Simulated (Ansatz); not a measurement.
CH₃Br₂Ga, SMILES `[CH3][Ga]([Br])[Br]`, relaxed with RKS PBE0-D4/def2-TZVP in Ansatz from a GFN2-xTB geometry. The force threshold is 0.005 eV/Å; the program also tests the step.

The species carries charge 0 and has multiplicity 1.

Start:

```xyz
7

C    -0.499    0.924   -0.187
Ga    0.451   -0.841    0.175
Br    1.312   -2.149   -1.519
Br    0.752   -1.674    2.304
H    -0.733    1.420    0.757
H     0.140    1.573   -0.790
H    -1.423    0.746   -0.741
```

```csv
step,energy (eV),largest force (eV/Å),largest move (Å)
1,-193536.2869,0.863,0.000
2,-193536.3481,0.393,0.059
3,-193536.3525,0.079,0.011
4,-193536.3527,0.012,0.006
5,-193536.3528,0.003,0.002
```

End:

```xyz
7

C    -0.479    0.894   -0.176
Ga    0.429   -0.792    0.172
Br    1.275   -2.091   -1.507
Br    0.732   -1.639    2.273
H    -0.722    1.397    0.759
H     0.162    1.532   -0.786
H    -1.396    0.698   -0.735
```

It took 26 s on 4 threads of a server CPU on a shared host, with 0.76 GiB of host memory at the peak.
